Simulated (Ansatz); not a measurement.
Reaction (ligand exchange at the Al–C bond): `C#[C][AlH][F]` + `[SiH3]S` → `[F][AlH][S][SiH3]` + acetylene

Isolated molecules relaxed with PBE0-D4/def2-TZVP in Ansatz; ΔE leaves out vibrations. CCSD(T)/CBS is the MP2 limit (def2-TZVPP, def2-QZVPP) plus CCSD(T) − MP2 in def2-TZVPP, frozen cores. This one scheme is used for every species. Functionals use def2-TZVPP. Each species was taken in one conformer, which may not be the lowest.

`C#[C][AlH][F]`:

```xyz
6

C    -0.266   -0.538   -1.750
C    -0.092   -0.179   -0.607
Al    0.183    0.325    1.197
F     0.201    1.933    1.547
H    -0.419   -0.849   -2.759
H     0.393   -0.691    2.372
```

`[SiH3]S`:

```xyz
6

Si    0.326    0.306    0.281
S    -0.398   -1.499   -0.605
H     0.634    1.334   -0.746
H     1.566   -0.089    0.990
H    -0.652    0.872    1.245
H    -1.476   -0.924   -1.165
```

`[F][AlH][S][SiH3]`:

```xyz
8

F     0.466   -2.831   -1.828
Al   -0.097   -1.545   -0.969
S     1.420   -0.186   -0.232
Si    0.173    1.239    0.769
H    -1.641   -1.392   -0.749
H     0.383    2.574    0.159
H     0.553    1.286    2.202
H    -1.257    0.856    0.647
```

`C#C`:

Cartesian coordinates in Å:
```
C -0.001 -0.113 0.588
C 0.001 0.113 -0.588
H -0.004 -0.313 1.634
H 0.004 0.313 -1.634
```

```csv
level,ΔE (eV)
PBE,-0.60
r2SCAN0,-0.62
```

What does CCSD(T)/CBS give? (Estimate.)

Computed: -0.62 eV. The listed levels differ from it by 0.02, 0.00 eV.

Largest T1 diagnostic among the species: 0.013.

From BLYP to BHLYP (50 % exact exchange), in def2-TZVPP and without D4, ΔE moves by −0.05 eV. The D4 term adds −0.05 eV with B3LYP and −0.03 eV with PBE0; it sums over pairs of atoms, weighted by their polarisabilities, and B3LYP, whose exchange is more repulsive, gets the larger term.

B3LYP here is the variant with VWN-RPA as its local correlation; programs differ in this.
